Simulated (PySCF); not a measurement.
# Two-component Hartree-Fock for O+ (oxygen, charge +1)

Start: [He] 2s1 2p4; 2s1/2 filled at m_j = +1/2; 2p1/2 filled at m_j = +1/2; 2p3/2 filled at m_j = -1/2, +1/2, +3/2. Calculated with PySCF 2.14 in x2c-SVPall-2c with one added diffuse shell of s type (4s2p1d, 15 functions): generalised Hartree-Fock with the X2C-1e Hamiltonian and a Gaussian nucleus; one run each with spin-orbit coupling (SO) switched off, then screened by Boettger's factors. This is a chosen level, not necessarily the ground level.

```tsv
spinor shell	electrons	ε, spin-free (eV)	ε, screened SO (eV)	weight of nominal j (screened SO)	rms radius, screened SO (bohr)
1s1/2	2	-581.24	-581.24	1.000	0.231
2s1/2	1	-56.219	-56.216	1.000	1.17
2p3/2	3	-34.134	-36.559	0.665	1.23
2p1/2	1	-34.134	-26.860	0.665	1.35
```

```csv
quantity,spin-free,screened SO
E (hartree),-73.79623,-73.79663
M_J,5/2,5/2
⟨J²⟩,8.759,8.759
⟨L²⟩,2.001,2.001
⟨S²⟩,3.758,3.758
```

Each row is a mean over spinors that exchange with the open shell spreads, by up to 5.129 eV (1s1/2).

Rows whose weight is well below 1 are mixtures of j = l ± 1/2: exchange outweighs spin-orbit coupling there, and the label is only the starting occupation.

Without spin-orbit coupling the j labels of p, d and f shells carry no meaning; the spin-free column gives the mean over the occupied spinors of each nl shell.
